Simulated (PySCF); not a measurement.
C6H14N (doublet state).
Cartesian coordinates in Å at the GFN2-xTB level; atoms count from 1:
```xyz
21
C6H14N angstrom
C      1.703    1.402    0.450
C      0.830    0.305    0.918
C      0.045   -0.565    0.004
C      0.961   -1.158   -1.098
N     -0.581   -1.614    0.803
C     -1.093    0.226   -0.693
C     -2.019    0.897    0.311
H      1.756    2.193    1.198
H      1.347    1.825   -0.488
H      2.732    1.056    0.281
H      0.793    0.085    1.970
H      1.411   -0.370   -1.694
H      1.755   -1.748   -0.644
H      0.381   -1.802   -1.757
H     -1.105   -2.245    0.206
H      0.126   -2.157    1.287
H     -1.666   -0.469   -1.311
H     -0.652    0.974   -1.352
H     -2.413    0.156    1.000
H     -2.846    1.384   -0.202
H     -1.474    1.643    0.885
```

The hyperfine couplings belong to this conformer and change with its torsions.

As a line formula: `CC[C@](N)([CH]C)C` [radical].

Level of theory: UKS B3LYP, pcH-1 on C H N, non-relativistic, mean-field spin-orbit, GIAO (PySCF). Geometry: GFN2-xTB, one conformer, isolated molecule. Couplings are sensitive to structure, and on GFN2-xTB geometries they can be far from those on DFT ones. Stability of the SCF solution: not tested.

Predict the first-order ENDOR lines of H8/H9/H10, H11, H17, H18, H12/H13/H14 and H15/H16 under fast tumbling at B = 333.2 mT (X band).

ν± = |νn ± a/2|, one line for each electron-spin manifold; νn = |g_N| × 7.62259 MHz/T × B.

```csv
nuclei,isotope,g_N,νn (MHz),a_iso (MHz),lower line (MHz),upper line (MHz)
H8/H9/H10,1H,5.5857,14.19,75.65,23.64,52.01
H11,1H,5.5857,14.19,-64.80,18.21,46.59
H17,1H,5.5857,14.19,5.49,11.44,16.93
H18,1H,5.5857,14.19,-3.22,12.58,15.80
H12/H13/H14,1H,5.5857,14.19,2.13,13.12,15.25
H15/H16,1H,5.5857,14.19,-1.60,13.39,14.99
```

Which pairs are centred on the nuclear Larmor frequency, and which on half the coupling?

Centred on νn, since |a| < 2νn: H17, H18, H12/H13/H14 and H15/H16. Centred on |a|/2 and split by 2νn: H8/H9/H10 and H11.

Nuclei that the bonding pattern makes equivalent are averaged, as if the motion that swaps them (rotation, inversion, ring flip) were fast. The three 1H nuclei of mean +75.7 MHz run from 34.2 to 149.6 MHz in the frozen geometry. The three 1H nuclei of mean +2.1 MHz run from -2.6 to 11.1 MHz in the frozen geometry.

Largest spin populations (Mulliken): C2 (+1.03), C1 (-0.09), C3 (-0.07) and H10 (+0.06). C2 is the only atom above +0.15. The angles at C2 add up to 359.9°, so it is planar; its axial dipolar tensor and the negative coupling of its proton fit spin in a p orbital normal to that plane.

On Arm Neoverse N1, one thread, no GPU (shared host), this took 2.4 min (grids of density and orbitals included) and 1.1 GiB of memory at its peak.
